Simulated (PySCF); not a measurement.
Species: C₇H₇ClOSi.
Atom-mapped SMILES: `[Cl:1][C@H:2]1[SiH2:3][CH:4]=[C:5]1[c:6]1[cH:7][cH:8][cH:9][o:10]1`

NICS = −σ at a ghost point: NICS(0) at the centroid of the ring atoms, NICS(1) 1 Å to either side along the normal of their mean plane, zz for the tensor component along that normal. Level: GIAO PBE0/pcSseg-1 (PySCF, non-relativistic, gas phase) on the GFN2-xTB geometry, one conformer.

Rings: 1. C2–Si3–C4–C5; 2. C6–C7–C8–C9–O10.

| set | NICS(0) | NICS(1), two faces | NICS(1)zz, two faces |
| --- | --- | --- | --- |
| P | -11.2 | -10.0 / -10.0 | -25.0 / -24.6 |
| Q | 0.5 | -1.6 / -3.7 | 5.4 / 0.6 |

Q: Which set (ppm) belongs to which ring?

A: P = 2, Q = 1.
- 1 (4-membered ring with Si; formal bonds 1 double, 3 single): mean NICS(1)zz 3.0 ppm, deshielded. C2, Si3 have four or more neighbours, and the NICS criterion for π rings isn't applied.
- 2 (5-membered ring with O; formal bonds all aromatic): mean NICS(1)zz -24.8 ppm, shielded. The ring is flat and has no four-coordinate atom; by the NICS criterion it is aromatic.

Q: How do the rings differ in shape?

A: 
```
ring                   bond lengths (Å)  rms pucker (Å)  HOMA  nearest outside atom to a NICS(1) probe (Å)
   1         1.946, 1.880, 1.353, 1.504            0.01     –                                hydrogen 1.86
   2  1.377, 1.409, 1.364, 1.338, 1.357            0.00  0.51                                hydrogen 2.42
```

HOMA = 1 − mean of α(R − Ropt)² over the ring bonds, with Krygowski's 1993 parameters (CC: Ropt 1.388 Å, α 257.7 Å⁻²; CO: Ropt 1.265 Å, α 157.38 Å⁻²). A dash marks a ring with a four-coordinate atom, a triple bond, no multiple bond or a kind of bond without parameters.

Hardware: an Arm Neoverse V1 with one thread, shared host with 32 logical CPUs at a one-minute load of 20. Cost: 58 s of wall time (grids of density and orbitals included), 0.94 GiB resident at most. This is the whole shielding run at PBE0/pcSseg-1, SCF included.

Shape of the structure used: `[Cl:1][C@H:2]1[SiH2:3][CH:4]=[C:5]1[c:6]1[cH:7][cH:8][cH:9][o:10]1`: C4–C5–C6–C7 180°.
